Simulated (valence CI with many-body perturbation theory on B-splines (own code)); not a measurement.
# E1 line list for Tl67+

Computed by configuration interaction combined with many-body perturbation theory (CI+MBPT): four valence electrons over a frozen Dirac-Fock core [Ne], a basis of 11 s, 11 p, 9 d, 7 f, 5 g, 2 h, 1 i functions for each j, with the one-electron correlation potential Σ1, the two-electron term Σ2, the three-electron term Σ3, Breit, model QED; selected CI, second order for the rest (own B-spline code, finite nucleus).

No measured spectrum was set against this ion. As an estimate, large intervals hold to a few tenths of a per cent, small ones and those within an open d or f shell to about a per cent.

Lines 151 to 200 of 274 in falling wavelength, among levels below 1784.8 eV, chosen from the strongest by gf and those to the six lowest levels. Wavelengths and rates use the calculated energies. Electric multipoles are in the length gauge, E1 and E2 with the static RPA response of the core. Weak lines are less certain than strong ones. Lines between different terms over intervals too small for the method are left out, as are lines whose strength nearly cancels. The highest levels of a list are the least certain.

Levels are named by their leading jj configuration (3d3/2^4 stands for four electrons in 3d with j = 3/2), which in mixed levels can hold well under half, so a name can repeat and another be missing. Letters in brackets count levels of one name in rising energy.

```csv
λ vac (Å),Upper,Lower,A (s⁻¹),log gf,Branch %
16.26,(3s 3p1/2 3p3/2 3d3/2) J=2 [b],(3s^2 3p1/2 3d3/2) J=2,1.88e+12,-0.43,67.3
16.21,(3s 3p1/2 3p3/2 3d3/2) J=0 [b],(3s^2 3p1/2 3d3/2) J=1,2.54e+12,-1.00,30.2
16.21,(3s 3p1/2 3p3/2 3d5/2) J=1 [b],(3s^2 3p1/2 3d5/2) J=2,1.15e+12,-0.87,66.4
16.17,(3s 3p1/2 3p3/2^2) J=2 [b],(3s^2 3p1/2 3p3/2) J=2,2.74e+12,-0.27,96.0
16.14,(3s 3p1/2 3p3/2^2) J=1 [a],(3s^2 3p1/2 3p3/2) J=2,2.25e+10,-2.58,1.0
16.13,(3s 3p1/2^2 3p3/2) J=1,(3s^2 3p1/2^2) J=0,1.45e+12,-0.77,95.1
16.08,(3s 3p1/2 3p3/2 3d3/2) J=3 [b],(3s^2 3p1/2 3d3/2) J=2,5.84e+11,-0.80,11.8
16.08,(3p1/2^2 3p3/2 3d3/2) J=3,(3s 3p1/2^2 3d3/2) J=2,1.85e+12,-0.30,89.1
16.07,(3p1/2^2 3p3/2 3d3/2) J=1,(3s 3p1/2^2 3d3/2) J=2,6.22e+11,-1.14,29.4
16.06,(3s 3p1/2 3p3/2 3d3/2) J=1 [a],(3s 3p1/2^2 3p3/2) J=2,7.53e+10,-2.06,52.7
16.05,(3p1/2^2 3p3/2^2) J=0,(3s 3p1/2^2 3p3/2) J=1,2.85e+12,-0.96,95.3
16.04,(3p1/2^2 3p3/2 3d3/2) J=0,(3s 3p1/2^2 3d3/2) J=1,1.16e+12,-1.35,88.8
15.98,(3s 3p1/2 3p3/2 3d3/2) J=1 [b],(3s^2 3p1/2 3d3/2) J=2,4.37e+11,-1.30,8.2
15.95,(3s 3p1/2 3p3/2^2) J=2 [b],(3s^2 3p1/2 3p3/2) J=1,7.79e+10,-1.83,2.7
15.93,(3s 3p1/2 3p3/2 3d5/2) J=3 [d],(3s^2 3p1/2 3d5/2) J=3,2.30e+12,-0.21,61.5
15.93,(3s 3p1/2 3p3/2^2) J=1 [a],(3s^2 3p1/2 3p3/2) J=1,2.29e+12,-0.58,97.2
15.93,(3s 3p1/2 3p3/2 3d5/2) J=1 [c],(3s^2 3p1/2 3d5/2) J=2,9.44e+11,-0.97,60.5
15.93,(3s 3p1/2 3p3/2 3d3/2) J=3 [a],(3s 3p1/2^2 3p3/2) J=2,8.92e+10,-1.62,57.2
15.92,(3s 3p1/2 3p3/2 3d5/2) J=2 [c],(3s^2 3p1/2 3d5/2) J=3,3.99e+11,-1.12,18.2
15.91,(3s 3p1/2 3p3/2 3d3/2) J=2 [c],(3s^2 3p1/2 3d3/2) J=2,5.61e+11,-0.97,7.3
15.90,(3s 3p1/2 3p3/2 3d5/2) J=3 [d],(3s^2 3p1/2 3d5/2) J=2,7.19e+11,-0.72,19.2
15.90,(3p1/2^2 3p3/2 3d3/2) J=1,(3s 3p1/2^2 3d3/2) J=1,1.27e+12,-0.84,60.2
15.89,(3s 3p1/2 3p3/2 3d3/2) J=3 [c],(3s^2 3p1/2 3d3/2) J=2,4.81e+12,0.11,89.6
15.88,(3s 3p1/2 3p3/2 3d5/2) J=2 [c],(3s^2 3p1/2 3d5/2) J=2,9.68e+11,-0.74,44.3
15.87,(3s 3p1/2 3p3/2^2) J=1 [b],(3s^2 3p1/2 3p3/2) J=2,5.31e+12,-0.22,75.5
15.85,(3s 3p1/2 3p3/2 3d3/2) J=1 [c],(3s^2 3p1/2 3d3/2) J=2,5.73e+12,-0.19,90.7
15.82,(3s 3p1/2 3p3/2 3d3/2) J=2 [b],(3s 3p1/2^2 3p3/2) J=1,1.58e+11,-1.53,5.7
15.81,(3s 3p1/2 3d3/2^2) J=2,(3s 3p1/2^2 3d3/2) J=1,2.16e+12,-0.39,95.0
15.76,(3p1/2^2 3p3/2^2) J=2,(3s 3p1/2^2 3p3/2) J=2,8.20e+11,-0.82,33.2
15.73,(3s 3p1/2 3p3/2 3d5/2) J=2 [d],(3s^2 3p1/2 3d5/2) J=3,4.41e+12,-0.09,69.3
15.69,(3s 3p1/2 3p3/2 3d5/2) J=2 [d],(3s^2 3p1/2 3d5/2) J=2,1.10e+12,-0.69,17.3
15.66,(3s 3p1/2 3p3/2^2) J=1 [b],(3s^2 3p1/2 3p3/2) J=1,1.67e+12,-0.73,23.8
15.56,(3s 3p1/2 3p3/2 3d3/2) J=1 [b],(3s 3p1/2^2 3p3/2) J=1,1.95e+11,-1.67,3.7
15.49,(3s 3p1/2 3p3/2 3d3/2) J=2 [c],(3s 3p1/2^2 3p3/2) J=1,2.48e+11,-1.35,3.2
15.44,(3s 3p1/2 3p3/2 3d3/2) J=1 [c],(3s 3p1/2^2 3p3/2) J=1,1.50e+11,-1.79,2.4
15.32,(3s^2 3d3/2^2) J=2,(3s^2 3p1/2 3d3/2) J=1,9.14e+12,0.21,65.8
15.28,(3s 3p1/2 3p3/2 3d3/2) J=2 [d],(3s^2 3p1/2 3d3/2) J=2,2.53e+12,-0.35,25.5
15.28,(3s 3p1/2 3p3/2 3d3/2) J=1 [d],(3s^2 3p1/2 3d3/2) J=2,1.89e+11,-1.70,1.7
15.25,(3s 3p1/2 3p3/2 3d3/2) J=2 [b],(3s 3p1/2^2 3p3/2) J=2,6.95e+11,-0.92,24.9
15.10,(3s^2 3p3/2 3d3/2) J=3,(3s^2 3p1/2 3p3/2) J=2,4.64e+12,0.05,100.0
15.09,(3s 3p1/2 3p3/2 3d3/2) J=3 [b],(3s 3p1/2^2 3p3/2) J=2,4.30e+12,0.01,87.1
15.04,(3s^2 3d3/2 3d5/2) J=3,(3s^2 3p1/2 3d5/2) J=3,5.27e+12,0.10,60.6
15.01,(3s^2 3d3/2 3d5/2) J=3,(3s^2 3p1/2 3d5/2) J=2,2.98e+12,-0.15,34.2
15.00,(3s 3p1/2 3p3/2 3d3/2) J=1 [b],(3s 3p1/2^2 3p3/2) J=2,4.64e+12,-0.33,87.0
14.97,(3s^2 3p3/2 3d3/2) J=1,(3s^2 3p1/2 3p3/2) J=2,7.17e+11,-1.14,8.4
14.97,(3s^2 3p3/2 3d3/2) J=2,(3s^2 3p1/2 3p3/2) J=2,7.75e+12,0.11,71.7
14.94,(3s 3p1/2 3p3/2 3d3/2) J=2 [c],(3s 3p1/2^2 3p3/2) J=2,6.75e+12,0.05,87.4
14.92,(3s 3p1/2 3p3/2 3d3/2) J=3 [c],(3s 3p1/2^2 3p3/2) J=2,5.12e+11,-0.92,9.5
14.90,(3s 3p1/2 3p3/2 3d3/2) J=2 [d],(3s 3p1/2^2 3p3/2) J=1,2.80e+12,-0.33,28.2
14.89,(3s 3p1/2 3p3/2 3d3/2) J=1 [d],(3s 3p1/2^2 3p3/2) J=1,9.27e+12,-0.03,84.9
```

Question: How does gf follow from A for the line at 15.25 Å?

Answer: gf = 1.4992 × (2J+1)_upper × A / σ², with σ = 6559464 cm⁻¹ and 2J+1 = 5: gf = 0.121.
